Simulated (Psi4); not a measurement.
A dimer, H2 ··· H4O4Si (SMILES [H][H] and O[Si](O)(O)O); the first 2 atoms form monomer A.

```
11

H      0.3719     0.0000     0.0000
H     -0.3719     0.0000     0.0000
O      2.5366     1.7646     1.6445
Si     3.4118     0.5814     0.9311
O      4.9829     1.0037     1.0974
O      2.9725    -0.8185     1.6535
O      3.1550     0.3759    -0.6709
H      1.6334     1.5537     1.8936
H      5.2386     1.4303     1.9190
H      3.1642    -1.6345     1.1847
H      3.6108     0.9729    -1.2694
```

Question: What interaction energy does SAPT0/jun-cc-pVDZ, frozen core (Psi4) give, and which attractive term is the largest?

Answer: Total -0.54 kJ/mol: electrostatics -1.59, exchange 3.89, induction -0.50, dispersion -2.35. The most attractive term is dispersion.
